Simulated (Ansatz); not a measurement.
One change: `C[Si]Br` becomes `C[Si]O`.

Ansatz, PBE0-D4/def2-TZVP geometries, multiplicity 1. Each molecule was computed in one conformer, which needn't be the lowest.

Scalar relativity is left out up to krypton.

```tsv
property	`C[Si]Br`
size of the dipole moment (B3LYP/def2-TZVPP) / D	1.87
HOMO–LUMO gap (B3LYP/def2-TZVPP) / eV	3.70
HOMO–LUMO gap (PBE/def2-TZVPP) / eV	2.19
size of the dipole moment (PBE/def2-TZVPP) / D	1.79
LUMO energy (PBE/def2-TZVPP) / eV	-3.42
HOMO energy (ωB97M-V/def2-TZVPP) / eV	-8.75
```

(1) What does the change do to each property? (Estimate.)

## Answers

(1) Ansatz gave: 
```tsv
property	`C[Si]O`	shift
size of the dipole moment (B3LYP/def2-TZVPP) / D	2.21	0.34
HOMO–LUMO gap (B3LYP/def2-TZVPP) / eV	4.34	0.64
HOMO–LUMO gap (PBE/def2-TZVPP) / eV	2.79	0.60
size of the dipole moment (PBE/def2-TZVPP) / D	2.28	0.49
LUMO energy (PBE/def2-TZVPP) / eV	-2.47	0.95
HOMO energy (ωB97M-V/def2-TZVPP) / eV	-8.42	0.33
```

With PBE0 the HOMO rises by 0.36 eV and the LUMO rises by 1.01 eV, so the gap widens by about 0.65 eV. PBE moves the HOMO by 0.36 eV and ωB97M-V by 0.33 eV. The zero-point energy changes by 34.0 kJ/mol with +3 modes. Dipoles are sizes alone; their direction can turn.

B3LYP here is the variant with VWN-RPA as its local correlation; programs differ in this.

Spin–orbit coupling is left out; it splits and shifts lone-pair levels of the heavy atoms by tenths of an eV.
